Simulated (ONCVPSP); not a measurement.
**Te (Z = 52): one change to an ONCV potential, before and after**

tellurium, optimised norm-conserving Vanderbilt (ONCV), made with ONCVPSP 4.0.1 (LDA (Perdew-Wang 92), scalar-relativistic). Core [Kr], reference 4d10 5s2 5p4. Waves: 5s: rc 1.70 bohr, ncon 5, nbas 9, qcut 3.3 1/bohr, 2 projectors, debl 1 Ha; 5p: rc 2.10 bohr, ncon 4, nbas 8, qcut 4.1 1/bohr, 1 projector; 4d: rc 0.90 bohr, ncon 3, nbas 8, qcut 10.1 1/bohr, 2 projectors, debl 2.8 Ha. Local part: polynomial inside 0.65 bohr (lpopt 5, dvloc0 0 Ha). Core correction: Teter function, fcfact 6, rcfact 1.2.

Change: all radii but the core radius scaled by about 1.13 (s 1.92, p 2.38, d 1.02 bohr); local potential polynomial inside 0.74 bohr (lpopt 5, dvloc0 0 Ha).

Cutoffs: the cutoffs (Ha) at which the residual kinetic energy of the hardest occupied pseudo-wave falls to 1 and 0.1 mHa per electron; they do not see the model core or the augmentation charge, which bear on the density cutoff. Errors are all-electron minus pseudo energies relative to the spin-unpolarised reference configuration.

Problem. Predict the effect on cutoff, ghosts and configuration errors.

Solution. The potential gets softer (51 Ha and 190 Ha → 48 Ha and 107 Ha); both files keep a bound ghost (p, s); the lowest positive-energy flag moves from s at 6.9 eV to s at 47.6 eV; the number of tests with a reliable result goes from 3 to 4; of the 3 tests that both files solve, the error grows in 0 and shrinks in 3 by more than 15 % and 0.3 meV (median size 10.8 → 6.6 meV). A larger radius leaves more room for a smooth pseudo-wave, so fewer plane waves are needed. That the errors move this way runs against the usual rule that smaller radii transfer better.

| quantity | base | changed |
| --- | --- | --- |
| cutoff, loose | 51 Ha | 48 Ha |
| cutoff, tight | 190 Ha | 107 Ha |
| loose cutoff by channel | s 23 Ha, p 7.1 Ha, d 51 Ha | s 22 Ha, p 6.3 Ha, d 48 Ha |
| bound ghosts | s, p | s, p |
| GHOST(+) flags under 300 eV | s at 6.9 eV | s at 47.6 eV |
| tests with a reliable result | 3 of 4 | 4 of 4 |
| error for 4d10 5s2 5p3, meV [ΔE 9.91 eV] | +1.3 | +0.7 |
| error for 4d10 5s2 5p2, meV [ΔE 28.08 eV] | +11 | +6.6 |
| error for 4d10 5s2 5p1, meV [ΔE 55.31 eV] | +25 | +11 |
| rms error of d²Exc/dni dnj with the model core, mHa | 1.98 | 2.02 |

 A true bound ghost makes a file unfit for plane-wave use even where its test errors are small: the radial tests pick states by their node count and pass the ghost by.
